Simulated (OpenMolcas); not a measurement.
An OpenMolcas run meant for Ni⁶⁺ (ANO-L-VDZP, non-relativistic; inactive shells 1s 2s 2p 3s 3p; intended active space 4 electrons in 5 orbitals (3d)). One step of its input:

```
&CASPT2
Multistate=5 1 2 3 4 5
Frozen=2 3
IPEA=1.5
Imaginary=0.1
MaxIter=60
WThr=0.0 0.3 0.05
PrWF=0.5
NoMix
```

The run finished. Its levels beside those of a sound run (MS-CASPT2, IPEA 0.25 Eh, imaginary shift 0.1 Eh (closed shells correlated: 3s 3p)), in eV above each run's lowest level:

| Level | This run | Usual run |
| --- | --- | --- |
| 3d4 5D0 | 0.0000 | 0.0000 |
| 3d4 5D1 | 0.0337 | 0.0338 |
| 3d4 5D2 | 0.0975 | 0.0979 |
| 3d4 5D3 | 0.1868 | 0.1873 |
| 3d4 5D4 | 0.2970 | 0.2973 |
| 3d4 3P0(1) | 3.7978 | 3.6617 |
| 3d4 3P1(1) | 4.0022 | 3.8665 |
| 3d4 3H4 | 4.0053 | 3.9423 |
| 3d4 3H5 | 4.0840 | 4.0221 |
| 3d4 3H6 | 4.1640 | 4.1034 |
| 3d4 3P2(1) | 4.3288 | 4.1925 |
| 3d4 3F2(1) | 4.3490 | 4.2072 |
| 3d4 3F3(1) | 4.3619 | 4.2226 |
| 3d4 3F4(1) | 4.3969 | 4.2590 |

Which setting is unsound, and how much does it matter here?

The IPEA shift is far above its usual 0.25 hartree. Against the sound run the excited levels shown move by 630 cm-1 on average and by 1100 cm-1 at most.

Term energies are means over components that CASPT2 splits; among the terms shown or strongly mixed into the levels shown the widest spread is 540 cm-1 (3d4 3H, this run). The basis is small and was not contracted for so high a charge. The CASPT2 spread within a term exceeds the gap to the next term for 3d4 3H and 3d4 3P(1), so the order of their levels is uncertain (holds for this run). Only configurations of the active space appear.

A number in round brackets counts repeated terms of one configuration in the order of the reference energies.
